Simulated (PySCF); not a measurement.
boric acid (BH3O3), SMILES OB(O)O. Atoms are numbered in the order given.

```xyz
7

O     -0.6153    -1.2379     0.0000
B     -0.0330    -0.0107     0.0000
O      1.3396     0.0596     0.0000
O     -0.8693     1.0684     0.0000
H      0.0484    -1.9332     0.0000
H      1.7062     0.9462     0.0000
H     -0.4297     1.9203     0.0000
```

The structure is a stationary point at PBE0-D3(BJ)/def2-SVP. The values are those of a single conformer.

The numbers are results of r2SCAN/def2-TZVPD run with PySCF, not measurements.

Isolated molecule, no solvent.

Computed frontier levels, gap, dipole moment and polarisability:
- highest occupied level: -7.93 eV
- lowest empty level: -0.59 eV
- orbital gap: 7.34 eV
- dipole moment: 2.88 D
- quadrupole, principal values (traceless, Buckingham form, about the centre of nuclear charge): -7.20, -2.71, 9.91 D·Å
- mean static polarisability: 28.5 bohr³ (4.22 Å³)
- polarisability, principal values: 22.9, 29.7, 32.8 bohr³
